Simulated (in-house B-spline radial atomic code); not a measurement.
# Ionising Gd³⁺ with different functionals

Computed with a radial B-spline atomic code at the basis-set limit: four-component Dirac-Coulomb Hamiltonian, Fermi nucleus of rms radius 5.1569 fm, spin-restricted, spherical fractional occupations for the functionals. The ionisation energy is the difference of two self-consistent energies, [Xe] 4f7 → [Xe] 4f6, without Breit or QED terms; ε is the level of the shell that loses the electron (mean over j). The electron is taken from both j subshells in proportion to 2j + 1, so the result is a j average, not the step between ground levels.

Hybrids are left out here: with spherical fractional occupations of an open shell their exact exchange keeps a self-interaction that integer-occupation calculations don't have.

```csv
method,rung,ΔSCF (eV),-ε(4f) (eV)
LDA VWN5,LDA,43.75,34.00
relativistic LDA,LDA,43.92,34.15
LDA PW92,LDA,43.74,33.99
LDA exchange-only,LDA,41.89,32.20
PBE,GGA,?,?
PBEsol,GGA,43.44,33.70
BLYP,GGA,43.20,33.47
RPBE,GGA,?,?
PW91,GGA,43.49,33.75
BP86,GGA,43.50,33.75
AM05,GGA,43.49,33.74
OLYP,GGA,43.86,34.05
```

Question: What does RPBE give?

Answer: ΔSCF 43.32 eV, and -ε(4f) = 33.59 eV.

Question: What does PBE give?

Answer: ΔSCF 43.39 eV, and -ε(4f) = 33.65 eV.

Question: How do they compare with the NIST value?

Answer: NIST lists 44.44 eV ± 0.08 (semi-empirical, ground level to ground level). Errors run from -2.55 to -0.52 eV; relativistic LDA is closest (-0.52 eV), though others lie within the uncertainty of it, and part of that can be cancellation, since the calculations leave out Breit-QED terms, spin polarisation, the choice among j levels, multiplet and fine-structure energies.
